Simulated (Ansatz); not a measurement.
B₁₅P₁₅H₃₄, a nanocrystal cut from wurtzite BP (hydrogen-capped). Total charge 0; singlet. Geometry PBE-D4/def2-SVP.

Cartesian coordinates in Å:
```
B -1.964 -3.475 0.931
P -2.489 -2.753 -0.799
P -1.649 -1.918 2.125
B -2.129 -0.230 1.256
B -1.311 0.585 4.301
P -1.803 1.254 2.529
B -1.186 -1.528 -1.555
P -1.722 -0.821 -3.281
P -0.917 0.006 -0.278
B -1.369 1.685 -1.204
B -0.501 2.507 1.795
P -1.037 3.185 0.047
B -0.424 0.405 -4.057
P -0.151 1.857 -2.728
B 0.233 4.475 -0.698
P -0.247 -4.357 0.651
B 0.185 -1.881 2.815
P 0.408 -0.307 4.000
B 1.142 -3.181 -0.031
P 0.535 -2.456 -1.746
P 1.313 -1.653 1.225
B 0.957 0.049 0.333
B 1.828 0.858 3.335
P 1.226 1.577 1.605
B 1.901 -1.268 -2.490
P 1.247 -0.590 -4.191
P 2.078 0.273 -1.252
B 1.718 1.981 -2.149
B 2.591 2.782 0.861
P 1.901 3.456 -0.838
H -2.812 -4.249 1.340
H -3.764 -2.124 -0.704
H -2.784 -3.798 -1.735
H -2.532 -2.144 3.220
H -3.285 -0.255 0.848
H -2.159 -0.211 4.699
H -1.131 1.546 5.039
H -3.070 1.916 2.618
H -2.998 -0.193 -3.186
H -2.029 -1.896 -4.181
H -2.537 1.630 -1.575
H -0.343 3.439 2.570
H -2.316 3.815 0.177
H -0.810 0.796 -5.145
H -0.473 3.044 -3.449
H -0.151 4.848 -1.805
H 0.388 5.376 0.117
H -0.403 -5.505 -0.190
H 0.157 -4.978 1.867
H 0.459 -2.943 3.359
H 0.811 -0.890 5.242
H 2.189 -3.782 -0.205
H 0.338 -3.551 -2.658
H 2.677 -1.669 1.639
H 1.941 1.813 4.094
H 2.868 0.222 3.170
H 2.938 -1.896 -2.629
H 1.128 -1.647 -5.150
H 2.224 0.229 -4.826
H 3.444 0.262 -0.844
H 2.459 2.095 -3.118
H 2.698 3.720 1.642
H 3.635 2.155 0.686
H 2.875 4.311 -1.443
```

Single mean-field runs in def2-SVP are fitted with def2-universal-jkfit.

Task: Estimate the orbital energies around the gap (eV) in Ansatz with PBE-D4/def2-SVP, r2SCAN-D4/def2-SVP, PBE0-D4/def2-SVP.

Result: 
| orbital | PBE-D4/def2-SVP | r2SCAN-D4/def2-SVP | PBE0-D4/def2-SVP |
| --- | --- | --- | --- |
| HOMO−9 | -6.35 | -6.64 | -7.50 |
| HOMO−8 | -6.24 | -6.54 | -7.45 |
| HOMO−7 | -6.18 | -6.48 | -7.36 |
| HOMO−6 | -6.08 | -6.37 | -7.23 |
| HOMO−5 | -5.98 | -6.25 | -7.11 |
| HOMO−4 | -5.77 | -6.04 | -6.89 |
| HOMO−3 | -5.64 | -5.90 | -6.74 |
| HOMO−2 | -5.43 | -5.67 | -6.48 |
| HOMO−1 | -5.17 | -5.40 | -6.21 |
| HOMO | -5.01 | -5.22 | -6.00 |
| LUMO | -2.15 | -1.97 | -1.39 |
| LUMO+1 | -2.02 | -1.86 | -1.25 |
| LUMO+2 | -1.77 | -1.58 | -1.01 |
| LUMO+3 | -1.69 | -1.52 | -0.96 |
| LUMO+4 | -1.47 | -1.29 | -0.68 |
| LUMO+5 | -1.36 | -1.19 | -0.57 |
